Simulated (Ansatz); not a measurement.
Ansatz (an electronic-structure program) input:
A basis named .json is the Basis Set Exchange file of that set.

Ansatz 0.2 input:
```yaml
crystal:
  periodic: [false, false, false]
  atoms:
    - {symbol: O, position_ang: [1.79691974, 0.46548389, -1.30187645]}
    - {symbol: B, position_ang: [1.01581688, 0.27566133, -0.24055982]}
    - {symbol: O, position_ang: [1.13787504, 0.34305008, 1.08655814]}
    - {symbol: O, position_ang: [-0.34277171, -0.11061736, -0.61530870]}
    - {symbol: Si, position_ang: [-1.72243729, -0.46494234, 0.50579989]}
    - {symbol: H, position_ang: [2.71927128, 0.72392265, -1.19813267]}
    - {symbol: H, position_ang: [1.97687819, 0.58601013, 1.49257336]}
    - {symbol: H, position_ang: [-0.48625192, -0.17463683, -1.57396722]}
    - {symbol: H, position_ang: [-2.75803042, -0.77720940, -0.48519616]}
    - {symbol: H, position_ang: [-1.24494096, -1.60073119, 1.29587841]}
    - {symbol: H, position_ang: [-1.90807299, 0.79019797, 1.23546098]}
basis:
  gaussian:
    orbitals: cc-pV_T+d_Z.json
hamiltonian:
  xc: pbe
total_charge: 1
magnetization: {spin_polarized: false}
correlation: {method: rpa, electrons: outside_noble_gas}
```

Task: Predict the final energy.

Result: -543.19400 Eh (RPA@PBE/cc-pV(T+d)Z). The basis has 243 functions.

It need not be the lowest isomer of its formula.
